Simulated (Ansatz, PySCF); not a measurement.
Gas-phase reaction R1 + R2 → P1 + P2, each structure at its B3LYP-D3(BJ)/def2-TZVP stationary point, reached from a drawn start (curvature not checked).
P1: O2 (SMILES O=O), charge 0, multiplicity 3.
R1, O3 (SMILES O=[O+][O-]) (charge 0, multiplicity 1):
```xyz
3

O      0.000     1.076    -0.214
O      0.000     0.000     0.429
O      0.000    -1.076    -0.214
```
R2, BrHg (SMILES [Br][Hg]) (charge 0, multiplicity 2):
```
atom   x (Å)   y (Å)    z (Å)
----  ------  ------  -------
Hg    0.0000  0.0000  -1.3082
Br    0.0000  0.0000   1.3082
```
P2, BrHgO (SMILES [O]=[Hg][Br]) (charge 0, multiplicity 2):
```xyz
3

Hg     0.0051     0.0015    -0.1401
Br    -0.0825    -0.0247     2.2671
O      0.0774     0.0233    -2.1271
```

P less R. No zero-point or thermal terms; singlets are restricted closed shells; open shells are unrestricted; no spin–orbit coupling. The spin states of the d-block species are the ones drawn and need not be the lowest.

Frozen-core correlation throughout. In cc and def2 sets filled d and f shells under p-block atoms count as core. CBS: X⁻³ extrapolation of the correlation energy, Hartree–Fock from the larger set.

The values were computed with Ansatz (Gaussian basis) for Hartree–Fock, density functionals and correlated methods; PySCF for the D3/D4 terms. No computed number here is a measurement. Elements past Kr take the def2 small-core potentials, without spin–orbit coupling.

```json
[
 {"level": "HF/def2-TZVPP", "reaction energy (eV)": "-4.640"},
 {"level": "r2SCAN-D4/def2-TZVPP", "reaction energy (eV)": "-1.816"},
 {"level": "B3LYP/def2-TZVPP", "reaction energy (eV)": "-1.764"},
 {"level": "BHLYP/def2-TZVPP", "reaction energy (eV)": "-2.754"},
 {"level": "BHLYP-D4/def2-TZVPP", "reaction energy (eV)": "-2.765"},
 {"level": "wB97M-V/def2-TZVPP", "reaction energy (eV)": "-1.999"},
 {"level": "CCSD/def2-SVP", "reaction energy (eV)": "-1.941"},
 {"level": "CCSD(T)/def2-TZVPP", "reaction energy (eV)": "-1.524"},
 {"level": "CCSD(T)/CBS(def2-TZVPP, def2-QZVPP)", "reaction energy (eV)": "[?]"}
]
```

Q: What belongs in the gaps?

A: 
- CCSD(T)/CBS(def2-TZVPP, def2-QZVPP), reaction energy (eV): -1.565

Doubts at one or more of the structures used: other coupled-cluster roots may lie near (CCSD/def2-SVP, CCSD(T)/def2-TZVPP, CCSD(T)/CBS(def2-TZVPP, def2-QZVPP)).

Ansatz is an electronic-structure program.
